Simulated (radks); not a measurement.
The numbers below are computed, except where a source is named.
Ionisation of the indium ion In+, [Kr] 4d10 5s2, to In2+, [Kr] 4d10 5s1, under several functionals. Dirac Kohn-Sham, spin-unpolarised, spherical densities, finite nucleus; a radial shooting solver on a logarithmic mesh with Libxc functionals. The NIST Atomic Spectra Database gives 18.870 eV (measured). Rank these functionals by the error of their Delta-SCF ionisation energy: AM05; RPBE; HCTH/407; PBEsol; LDA (Slater exchange, Perdew-Wang correlation); LDA (Slater exchange, Perdew-Zunger correlation); BP86; XLYP.

Answer. From best to worst: RPBE 19.056 eV (+0.186); HCTH/407 19.193 eV (+0.322); AM05 19.239 eV (+0.369); PBEsol 19.278 eV (+0.408); XLYP 19.348 eV (+0.478); BP86 19.440 eV (+0.570); LDA (Slater exchange, Perdew-Wang correlation) 19.655 eV (+0.785); LDA (Slater exchange, Perdew-Zunger correlation) 19.660 eV (+0.790). Spin polarisation and multiplet splitting are left out, so open shells lie too high by an amount that depends on their filling.

Beside tabulated values, note that spin-unpolarised runs miss the spin-polarisation part of the exchange energy of open shells.
